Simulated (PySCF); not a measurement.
# Radial density of Eu³⁺ (europium, charge +3)

UHF, [Xe] 4f6, high-spin 7F determinant. Calculation: PySCF 2.14, in ANO-RCC-VTZP (8s7p5d3f2g1h, 104 functions); scalar relativity by spin-free X2C-1e.

```
r (bohr)  4πr²ρ (e/bohr)  4πr²(ρα − ρβ)
  0.0200           80.45         0.0029
  0.0336           74.87         0.0068
  0.0565           105.4         0.0109
  0.0951           95.69         0.0216
   0.160           91.30         0.3342
   0.269           68.98         2.2091
   0.452           44.01         6.4075
   0.761           29.36         6.3337
    1.28           10.54         2.2507
    2.15           2.525         0.1390
    3.62         0.04587        -0.0035
    6.09       0.0007495         0.0007
    10.2       2.092e-05         0.0000
```

Densities and radii are taken from the X2C orbitals without a picture-change correction, which distorts them close to the nucleus.

Spin-orbit coupling, absent here, splits the open shell strongly.

(1) Where is the radial spin density 4πr²(ρα − ρβ) most negative, and why is it negative at all?

Results:

(1) Around r = 3.62 bohr, down to -0.0035 e/bohr: exchange with the open shell polarises the paired shells in an unrestricted calculation.
